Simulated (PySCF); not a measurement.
PySCF job for C6H4F2, SMILES C#C[C@H](F)C=C=CF, TDA-PBE/def2-SVPD. The structure is a stationary point at PBE0-D3(BJ)/def2-SVP. The structure was generated by enumeration; whether it is a known compound was not checked. Other conformers were not sampled.

```python
import numpy as np
from pyscf import gto, scf, dft, tdscf

mol = gto.M(
    atom='''
    C    -2.71084088    1.47672988   -1.55667522
    C    -2.06867335    0.80893358   -0.77929869
    C    -1.29682764   -0.02357184    0.14674540
    F    -0.85207994    0.71577230    1.20625839
    C    -0.14123153   -0.68753034   -0.56466795
    C     1.10458927   -0.55927415   -0.19047241
    C     2.35354854   -0.38765647    0.15884929
    F     2.98867200   -1.17630106    1.02497164
    H    -3.27945297    2.07604481   -2.24433991
    H    -1.96342268   -0.81433680    0.54309439
    H    -0.41206144   -1.30125839   -1.43362756
    H     2.98222190    0.41852506   -0.23307960
    ''',
    basis='def2-SVPD',
    charge=0,
    spin=0,
    max_memory=1600,
    verbose=4,
)
mf = dft.RKS(mol, xc='pbe').density_fit(auxbasis='def2-universal-jkfit')
mf.grids.level = 3
mf.conv_tol = 1e-9
mf.max_cycle = 100
mf.kernel()
mf.grids = dft.Grids(mol).set(level=1).build(with_non0tab=True)  # coarser grid for the response kernel
td = tdscf.TDA(mf)
td.singlet = True
td.nstates = 10
td.conv_tol = 1e-4
td.positive_eig_threshold = 1e-6
td.kernel(x0=td.get_init_guess(mf, 15))
td.analyze()
tt = tdscf.TDA(mf)
tt.singlet = False
tt.nstates = 4
tt.conv_tol = 1e-4
tt.positive_eig_threshold = 1e-6
tt.kernel(x0=tt.get_init_guess(mf, 9))
tt.analyze(verbose=3)
```

Output:

```
PySCF version 2.14.0

[INPUT] verbose = 4
[INPUT] num. atoms = 12
[INPUT] num. electrons = 58
[INPUT] charge = 0
[INPUT] spin (= nelec alpha-beta = 2S) = 0
[INPUT] symmetry False subgroup None
[INPUT] Mole.unit = angstrom
[INPUT] Symbol           X                Y                Z      unit          X                Y                Z       unit  Magmom
[INPUT]  1 C     -2.710840880000   1.476729880000  -1.556675220000 AA   -5.122746830475   2.790615033162  -2.941689830697 Bohr   0.0
[INPUT]  2 C     -2.068673350000   0.808933580000  -0.779298690000 AA   -3.909226072687   1.528662919164  -1.472661093332 Bohr   0.0
[INPUT]  3 C     -1.296827640000  -0.023571840000   0.146745400000 AA   -2.450649070366  -0.044544321852   0.277308616040 Bohr   0.0
[INPUT]  4 F     -0.852079940000   0.715772300000   1.206258390000 AA   -1.610197722836   1.352613614550   2.279497992559 Bohr   0.0
[INPUT]  5 C     -0.141231530000  -0.687530340000  -0.564667950000 AA   -0.266888911853  -1.299244044929  -1.067067776820 Bohr   0.0
[INPUT]  6 C      1.104589270000  -0.559274150000  -0.190472410000 AA    2.087371200433  -1.056874972049  -0.359940689186 Bohr   0.0
[INPUT]  7 C      2.353548540000  -0.387656470000   0.158849290000 AA    4.447562161470  -0.732564558716   0.300181653182 Bohr   0.0
[INPUT]  8 F      2.988672000000  -1.176301060000   1.024971640000 AA    5.647771556156  -2.222886843436   1.936915685046 Bohr   0.0
[INPUT]  9 H     -3.279452970000   2.076044810000  -2.244339910000 AA   -6.197267951691   3.923156113225  -4.241187760331 Bohr   0.0
[INPUT] 10 H     -1.963422680000  -0.814336800000   0.543094390000 AA   -3.710331131960  -1.538873525155   1.026299656888 Bohr   0.0
[INPUT] 11 H     -0.412061440000  -1.301258390000  -1.433627560000 AA   -0.778683268094  -2.459021974392  -2.709163453028 Bohr   0.0
[INPUT] 12 H      2.982221900000   0.418525060000  -0.233079600000 AA    5.635582633680   0.790897739667  -0.440456609223 Bohr   0.0

nuclear repulsion = 310.98914942854
number of shells = 82
number of NR pGTOs = 286
number of NR cGTOs = 198
basis = def2-SVPD
ecp = {}


[settings echo left out]
init E= -430.69137672748
  HOMO = -0.285828907843815  LUMO = -0.112915974782094  gap/eV = 4.70520
cycle= 1 E= -429.703453937738  delta_E= 0.988  |g|= 0.644  |ddm|= 9.66
  HOMO = -0.187375114279236  LUMO = -0.0287418042144258  gap/eV = 4.31663
cycle= 2 E= -429.545318252738  delta_E= 0.158  |g|= 1.11  |ddm|=  3.2
  HOMO = -0.227717653644953  LUMO = -0.0594149021945416  gap/eV = 4.57975
cycle= 3 E= -429.778491941735  delta_E= -0.233  |g|= 0.232  |ddm|= 1.99
  HOMO = -0.234633125144442  LUMO = -0.070498679401378  gap/eV = 4.46633
cycle= 4 E= -429.787834440056  delta_E= -0.00934  |g|= 0.126  |ddm|= 0.486
  HOMO = -0.236931785664264  LUMO = -0.0696467323227794  gap/eV = 4.55206
cycle= 5 E= -429.791376205071  delta_E= -0.00354  |g|= 0.0451  |ddm|= 0.193
  HOMO = -0.236050262595889  LUMO = -0.0693421753979853  gap/eV = 4.53636
cycle= 6 E= -429.791859389882  delta_E= -0.000483  |g|= 0.0135  |ddm|= 0.0725
  HOMO = -0.235166164392818  LUMO = -0.0685017826207091  gap/eV = 4.53517
cycle= 7 E= -429.79189808317  delta_E= -3.87e-05  |g|= 0.00553  |ddm|= 0.0269
  HOMO = -0.235365467376903  LUMO = -0.0686964347847798  gap/eV = 4.53530
cycle= 8 E= -429.791905382629  delta_E= -7.3e-06  |g|= 0.00106  |ddm|= 0.0105
  HOMO = -0.235425485621727  LUMO = -0.068747136459157  gap/eV = 4.53555
cycle= 9 E= -429.791905631789  delta_E= -2.49e-07  |g|= 0.000167  |ddm|= 0.00206
  HOMO = -0.235419312427008  LUMO = -0.068747489969565  gap/eV = 4.53537
cycle= 10 E= -429.791905637047  delta_E= -5.26e-09  |g|= 8.45e-05  |ddm|= 0.000507
  HOMO = -0.23542023391886  LUMO = -0.0687443819666593  gap/eV = 4.53548
cycle= 11 E= -429.791905638338  delta_E= -1.29e-09  |g|= 4.04e-05  |ddm|= 0.00017
  HOMO = -0.235420036997823  LUMO = -0.0687461342218065  gap/eV = 4.53543
cycle= 12 E= -429.791905638672  delta_E= -3.35e-10  |g|= 2.21e-05  |ddm|= 0.000103
  HOMO = -0.235420440253891  LUMO = -0.0687444194806326  gap/eV = 4.53549
Extra cycle  E= -429.791905638211  delta_E= 4.61e-10  |g|= 4.93e-05  |ddm|= 0.000103
converged SCF energy = -429.791905638211
tot grids = 51568
Overwritten attributes  positive_eig_threshold  of <class 'pyscf.tdscf.rks.TDA'>


******** <class 'pyscf.tdscf.rks.TDA'> for <class 'pyscf.df.df_jk.DFRKS'> ********
nstates = 10 singlet
deg_eia_thresh = 1.000e-03
wfnsym = None
conv_tol = 0.0001
eigh lindep = 1e-12
eigh level_shift = 0
eigh max_cycle = 100


Excitation energies (eV)
[4.67880207 5.25889753 5.45321441 5.66342383 5.97549688 5.98950337
 6.1183759  6.26394967 6.35466891 6.44849206]

** Singlet excitation energies and oscillator strengths **
Excited State   1:      4.67880 eV    264.99 nm  f=0.0033
      29 -> 30       -0.70428
Excited State   2:      5.25890 eV    235.76 nm  f=0.0035
      29 -> 31        0.59197
      29 -> 32        0.38020
Excited State   3:      5.45321 eV    227.36 nm  f=0.0033
      27 -> 30       -0.68000
      28 -> 30        0.15353
Excited State   4:      5.66342 eV    218.92 nm  f=0.0124
      26 -> 30        0.58982
      28 -> 30        0.34951
Excited State   5:      5.97550 eV    207.49 nm  f=0.0017
      26 -> 30        0.10425
      27 -> 31        0.18276
      28 -> 30       -0.11482
      28 -> 31        0.58241
      29 -> 32       -0.15058
      29 -> 33       -0.23012
Excited State   6:      5.98950 eV    207.00 nm  f=0.0231
      26 -> 30        0.10130
      27 -> 31        0.52110
      28 -> 31       -0.31790
      29 -> 31        0.13776
      29 -> 32       -0.24059
      29 -> 33       -0.14705
Excited State   7:      6.11838 eV    202.64 nm  f=0.0219
      27 -> 31        0.35575
      27 -> 32       -0.10484
      28 -> 31        0.12543
      29 -> 32        0.15573
      29 -> 33        0.53584
Excited State   8:      6.26395 eV    197.93 nm  f=0.0106
      28 -> 32       -0.66734
      29 -> 32        0.10755
Excited State   9:      6.35467 eV    195.11 nm  f=0.0090
      26 -> 31        0.32364
      27 -> 31       -0.16152
      27 -> 32       -0.51908
      28 -> 32       -0.11060
      29 -> 32       -0.15399
      29 -> 33        0.15466
      29 -> 34        0.10976
Excited State  10:      6.44849 eV    192.27 nm  f=0.0067
      26 -> 30       -0.15331
      26 -> 31        0.39839
      26 -> 32       -0.31138
      27 -> 31        0.11091
      28 -> 30        0.15912
      28 -> 32        0.16504
      28 -> 33        0.14461
      29 -> 32        0.15962
      29 -> 33       -0.17923
      29 -> 34       -0.20520

** Transition electric dipole moments (AU) **
state          X           Y           Z        Dip. S.      Osc.
  1        -0.1175      0.0255     -0.1181      0.0284      0.0033
  2        -0.1624      0.0280      0.0003      0.0271      0.0035
  3        -0.0788      0.1192     -0.0643      0.0246      0.0033
  4        -0.2716      0.1192     -0.0373      0.0894      0.0124
  5        -0.0611      0.0795      0.0357      0.0113      0.0017
  6        -0.3598      0.1080     -0.1289      0.1577      0.0231
  7         0.3166     -0.1754      0.1222      0.1459      0.0219
  8         0.2376     -0.0275      0.1098      0.0693      0.0106
  9        -0.2136      0.0855     -0.0681      0.0576      0.0090
 10         0.0718      0.0641      0.1820      0.0424      0.0067

** Transition velocity dipole moments (imaginary part, AU) **
state          X           Y           Z        Dip. S.      Osc.
  1        -0.0159      0.0050      0.0143      0.0005      0.0019
  2        -0.0074      0.0093      0.0051      0.0002      0.0006
  3        -0.0213     -0.0110      0.0055      0.0006      0.0020
  4        -0.0280      0.0178      0.0109      0.0012      0.0039
  5        -0.0033      0.0169      0.0049      0.0003      0.0010
  6        -0.0355      0.0119     -0.0161      0.0017      0.0050
  7         0.0347     -0.0157      0.0092      0.0015      0.0046
  8         0.0241     -0.0165      0.0153      0.0011      0.0032
  9        -0.0321     -0.0041      0.0017      0.0011      0.0030
 10         0.0172      0.0246      0.0126      0.0011      0.0030

** Transition magnetic dipole moments (imaginary part, AU) **
state          X           Y           Z
  1         0.8602      0.1916      0.1367
  2         0.0513      0.0470     -0.0136
  3        -0.2958     -0.2049     -0.0634
  4        -0.1666     -0.1004      0.0215
  5        -0.4121     -0.1784     -0.1155
  6         0.1783     -0.0012      0.4422
  7         0.1495     -0.0404     -0.0059
  8        -0.3317     -0.1204     -0.0372
  9        -0.1641      0.1960      0.0562
 10        -0.0007     -0.3051      0.1593


******** <class 'pyscf.tdscf.rks.TDA'> for <class 'pyscf.df.df_jk.DFRKS'> ********
nstates = 4 triplet
deg_eia_thresh = 1.000e-03
wfnsym = None
conv_tol = 0.0001
eigh lindep = 1e-12
eigh level_shift = 0
eigh max_cycle = 100


Excitation energies (eV)
[4.26632566 4.36421748 4.53538721 5.09429907]

** Triplet excitation energies and oscillator strengths **
Excited State   1:      4.26633 eV    290.61 nm  f=0.0000
Excited State   2:      4.36422 eV    284.09 nm  f=0.0000
Excited State   3:      4.53539 eV    273.37 nm  f=0.0000
Excited State   4:      5.09430 eV    243.38 nm  f=0.0000
```

The run converged.

Cost: about 100 core-seconds (a rough figure).
